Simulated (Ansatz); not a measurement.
`C[NH][Ge]([F])([F])[F]`, charge 0, multiplicity 1.

(1) Give a relaxed structure at PBE0-D4/def2-TZVP (the Gaussian-basis code of Ansatz). (An estimate is asked.)

Results:

(1) Ansatz gave: 
Z-matrix (Å, degrees):
```
C
N 1 1.455
H 1 1.092 2 109.5
H 1 1.095 2 113.6 3 121.6
H 1 1.091 2 109.6 3 -117.2
Ge 2 1.778 1 121.8 3 156.8
H 2 1.009 1 114.5 3 -57.8
F 6 1.706 2 110.0 1 -175.7
F 6 1.707 2 110.3 1 -55.3
F 6 1.714 2 117.4 1 63.7
```
This is one stationary point; other conformers may exist.
